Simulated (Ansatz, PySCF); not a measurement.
Process, species as SMILES: COC(C)C -> [CH3] (CH3) + C[CH]OC (the C-C bond at the site shown breaks; other sites are not compared here)
Structures are relaxed separately at B3LYP-D3(BJ)/def2-TZVP in Ansatz (a program for electronic structure), one conformer each, not searched for the lowest.

Quantity: bond dissociation energy (enthalpy at 298 K, with B3LYP-D3(BJ) rigid-rotor harmonic-oscillator terms from PySCF), in eV. Cores are frozen in the correlated levels unless marked. Open shells are spin-unrestricted. Spin-orbit coupling is left out. No relativistic terms. Basis-set limits of correlation are two-point, X^-3; Hartree-Fock from the larger set. [CCSD(T)-MP2]/basis is that difference in the basis named.

```json
[
 {"level": "HF/aug-cc-pVDZ", "program": "Ansatz", "bond dissociation energy (eV)": "2.45"},
 {"level": "revPBE-D4/def2-TZVPD", "program": "Ansatz + dftd4", "bond dissociation energy (eV)": "3.48"}
]
```

Question: Predict the RI-MP2/CBS(cc-pVTZ,cc-pVQZ)+[CCSD(T)-MP2]/cc-pVDZ result (Ansatz).

Answer: 3.77 eV
